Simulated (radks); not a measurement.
Values are calculated unless marked as measured or tabulated.
Valence configurations of Sr+ (all share [Kr]). Level of theory: scalar-relativistic Kohn-Sham, PBE, spin-polarised, spherical densities, point nucleus; open shells are filled with parallel spins first (spin-orbit coupling, left out, can overturn this in heavy ions) (a radial shooting solver on a logarithmic mesh with Libxc functionals). Energies are relative to 5s1; eigenvalues in eV for spin up.

| valence | E (eV) | moment (Bohr magnetons) | e(4d) | e(5p) | e(5s) |
|---|---|---|---|---|---|
| 5s1 | 0.000 | 1 | - | - | -8.677 |
| 4d0.5 5s0.5 | 0.863 | 1 | -6.386 | - | -8.177 |
| 5s0.5 5p0.5 | 1.486 | 1 | - | -6.007 | -8.969 |
| 4d1 | 1.789 | 1 | -5.824 | - | - |
| 5p1 | 2.955 | 1 | - | -6.324 | - |

NIST lists [Kr] 5s1 as the ground configuration; this level of theory agrees among the configurations tried. The energies are those of spherical high-spin densities, not of single terms.
